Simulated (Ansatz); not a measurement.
Reactions of C2H5NSi, SMILES `C1=N[SiH2]C1`.

Calculated with Ansatz (gas phase, PBE0-D4/def2-TZVP geometries, no zero-point term in ΔE). CCSD(T)/CBS adds triple-zeta CCSD(T) − MP2 to the extrapolated MP2 energy (def2 sets, frozen cores). This one scheme is used for every species, atoms too. Functionals use def2-TZVPP. B3LYP here is the variant with VWN-RPA as its local correlation; programs differ in this. No spin–orbit coupling; open shells (•) take unrestricted orbitals. Spin–orbit coupling would lower the free atoms: a little for C, Si. Each species was taken in one conformer, which may not be the lowest.

| reaction | ωB97X-V (kJ/mol) | r2SCAN-D4 (kJ/mol) | MP2/CBS(def2) (kJ/mol) | B3LYP-D4 (kJ/mol) | CCSD(T)/CBS(def2) (kJ/mol) |
| --- | --- | --- | --- | --- | --- |
| `C1=N[SiH2]C1` → `C#C[SiH2]N` | 4 | -4 | -27 | -18 | -20 |
| `C1=N[SiH2]C1` → `NC1=C[SiH2]1` | 95 | 79 | 92 | 84 | 96 |
| `C1=N[SiH2]C1` → `C=C1N[SiH2]1` | 91 | 74 | 86 | 75 | 89 |
| `C1=N[SiH2]C1` → `C[SiH]1C=N1` | 43 | 31 | 38 | 36 | 38 |
| `C1=N[SiH2]C1` → 2 C• + 5 H• + N• + Si• | 3433 | 3410 | 3460 | 3415 | 3407 |
| `C1=N[SiH2]C1` → `[SiH3]C1=CN1` | 267 | 261 | 264 | 257 | 262 |
| `C1=N[SiH2]C1` → `N=C=C[SiH3]` | 51 | 29 | 53 | 23 | 50 |
| `C1=N[SiH2]C1` → `C1=NC[SiH2]1` | 77 | 77 | 81 | 74 | 76 |
| `C1=N[SiH2]C1` → `C1=C[SiH2]N1` | 5 | -3 | -4 | 0 | 0 |

Largest T1 diagnostic: 0.015, for `N=C=C[SiH3]`.
